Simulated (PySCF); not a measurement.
C₃H₁₆Si₄.
Geometry (PBE0-D3(BJ)/def2-SVP, Å), atoms numbered from 1 in this order:
```xyz
23
C3H16Si4 angstrom
C     -4.467   -0.844    0.397
C     -3.087   -0.375    0.832
C     -2.052   -0.427   -0.291
Si    -0.314    0.115    0.219
Si     1.207    0.015   -1.564
Si     3.294    0.808   -0.844
Si     3.975   -0.463    1.006
H     -4.438   -1.885    0.036
H     -4.859   -0.222   -0.423
H     -5.190   -0.798    1.226
H     -2.740   -0.988    1.682
H     -3.154    0.657    1.219
H     -2.370    0.209   -1.136
H     -1.978   -1.451   -0.699
H      0.203   -0.765    1.317
H     -0.337    1.518    0.748
H      1.365   -1.407   -2.012
H      0.708    0.814   -2.730
H      3.165    2.243   -0.434
H      4.319    0.718   -1.933
H      4.046   -1.908    0.626
H      2.976   -0.311    2.109
H      5.315   -0.029    1.508
```

Method used: PySCF, TDDFT wB97X-D/def2-SVPD, vertical, gas phase, core orbitals frozen in the response.

Kohn–Sham orbitals with the atoms that hold most of them (Löwdin shares over 4%, at most four atoms; ? is withheld):

```tsv
orbital	ε (eV)	atoms
LUMO+2	1.80	Si6 20%, Si7 19%, Si5 14%, Si4 7%
LUMO+1	1.53	Si5 23%, Si7 21%, Si6 16%, H18 11%
LUMO	?	?
HOMO	-9.37	Si5 29%, Si6 21%, Si4 16%, C3 8%
HOMO-1	-9.84	?
HOMO-2	-10.54	Si4 18%, C3 15%, Si5 11%, Si6 10%
HOMO-3	-10.73	Si6 14%, C3 14%, Si5 13%, Si4 11%
```

Question: Which atoms hold the LUMO, and with what shares?

Answer: Si6 (bonded to 2 Si and 2 H) 20%; Si4 (bonded to C, Si and 2 H) 16%; Si5 (bonded to 2 Si and 2 H) 16%; H20 (bonded to Si) 9%. By element: silicon 52% or more, hydrogen 9% or more.

Question: Which atoms hold the HOMO-1, and with what shares?

Answer: Si6 (bonded to 2 Si and 2 H) 22%; Si7 (bonded to Si and 3 H) 22%; Si5 (bonded to 2 Si and 2 H) 17%; Si4 (bonded to C, Si and 2 H) 10%.

Question: What is the LUMO energy, and the HOMO–LUMO gap?

Answer: ε(LUMO) = 1.49 eV; the gap is 10.86 eV (0.3991 hartree).

Question: The HOMO–LUMO gap is 10.86 eV. Where does the response calculation put the lowest singlet, and from which orbitals?

Answer: S1 is at 6.64 eV (f = 0.100), 4.21 eV below the gap, made of HOMO→LUMO+1 (40%), HOMO→LUMO+3 (20%), HOMO→LUMO (14%). Its leading pair isn't HOMO and LUMO; the energies of that pair differ by 10.90 eV. Without the coupling terms of the response equations the lowest excitation would equal the gap.

Next come S2 at 6.67 eV (f 0.035), HOMO→LUMO (51%), HOMO→LUMO+1 (25%); S3 at 7.07 eV (f 0.057), HOMO-1→LUMO (49%), HOMO-1→LUMO+3 (11%), HOMO→LUMO+3 (10%); S4 at 7.15 eV (f 0.039), HOMO-1→LUMO+1 (61%), HOMO-1→LUMO (12%), HOMO→LUMO+3 (10%); S5 at 7.19 eV (f 0.037), HOMO→LUMO+4 (30%), HOMO→LUMO+2 (24%), HOMO→LUMO+3 (12%).

One conformer stands for the species.

Without π bonds the low states are Rydberg-like; a valence basis with one diffuse set may place them up to an eV too high.
